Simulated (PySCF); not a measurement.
Compound: C6H9Br.
Geometry (GFN2-xTB, Å), atoms numbered from 1 in this order:
```xyz
16
C6H9Br angstrom
Br    -1.2526   -1.1494   -2.4105
C     -0.4238   -0.4330   -0.8073
C     -0.2621    1.0839   -0.7612
C      0.4073    1.1867    0.6278
C      0.4426   -0.3021    0.9895
C      0.9382   -0.9364   -0.3220
C     -0.9696   -0.7607    0.5850
H      0.3709    1.4504   -1.5685
H     -1.2217    1.5973   -0.8120
H      1.4057    1.6187    0.5777
H     -0.1870    1.7642    1.3343
H      0.8732   -0.5745    1.9476
H      1.0085   -2.0203   -0.2824
H      1.8247   -0.5148   -0.7912
H     -1.1442   -1.8220    0.7413
H     -1.8176   -0.1792    0.9405
```

Vertical excitations from PySCF (density fitting, frozen core in the response, grid level 2 and gas phase unless stated; continuum runs use non-equilibrium linear response for the excitations) on a GFN2-xTB geometry. Reference run:

| settings | S1, eV (f) | S2, eV (f) | S3, eV (f) | S4, eV (f) | S5, eV (f) | S6, eV (f) | T1, eV (Tamm–Dancoff) | mean α (au) |
| --- | --- | --- | --- | --- | --- | --- | --- | --- |
| PBE0/def2-SVPD, full TDDFT, 6 singlets | 6.28 (0.002) | 6.35 (0.000) | 7.32 (0.054) | 7.41 (0.077) | 7.77 (0.018) | 7.87 (0.008) | 5.67 | 86.8 |

What do these settings give: OPBE/def2-SVPD, grid level 4, damping 0.2 at the start, DIIS from the seventh cycle, TDA, 12 singlets?

```
                                                                                             settings    S1, eV (f)    S2, eV (f)    S3, eV (f)    S4, eV (f)    S5, eV (f)    S6, eV (f)  T1, eV (Tamm–Dancoff)  mean α (au)
OPBE/def2-SVPD, grid level 4, damping 0.2 at the start, DIIS from the seventh cycle, TDA, 12 singlets  5.92 (0.001)  6.00 (0.000)  6.54 (0.024)  6.63 (0.037)  7.00 (0.030)  7.10 (0.015)                   5.37         88.0
```

S1 moves by -0.36 eV; functional and response scheme change together, so the shift can't be laid on one. States are counted by energy in each run and needn't keep their character from row to row.

Give the leading configurations of S1 (H = HOMO, L = LUMO) and the HOMO–LUMO gap of each run.

| settings | S1 configurations (weight) | S1 (eV) | orbital gap (eV) | S1 − gap (eV) |
| --- | --- | --- | --- | --- |
| PBE0/def2-SVPD, full TDDFT, 6 singlets | H→L 0.93 | 6.28 | 7.77 | -1.49 |
| OPBE/def2-SVPD, grid level 4, damping 0.2 at the start, DIIS from the seventh cycle, TDA, 12 singlets | H→L 0.97 | 5.92 | 5.66 | +0.26 |

 Relativistic effects, spin–orbit coupling among them, are left out although an element past zinc is present.
